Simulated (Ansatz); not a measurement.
All numbers were calculated with Ansatz.

A structure relaxed at PBE0-D4/def2-TZVP, charge 0, multiplicity 1:

```xyz
8

S    -0.643    0.934    1.939
Si    0.019    1.116   -0.085
Ga   -0.040   -1.069   -1.092
I     0.598   -2.853    0.559
H    -0.048   -0.260    2.127
H    -0.908    2.076   -0.737
H     1.399    1.668   -0.193
H    -0.378   -1.612   -2.518
```

Q: Give its formula and SMILES.

A: GaH4ISSi, `S[SiH2][GaH][I]`.

Q: Summarise the bond lengths by kind.

A: 1 × S–Si 2.138 Å; 1 × H–S 1.348 Å; 1 × Ga–Si 2.406 Å; 2 × H–Si 1.486 to 1.490 Å; 1 × Ga–I 2.513 Å; 1 × Ga–H 1.564 Å.
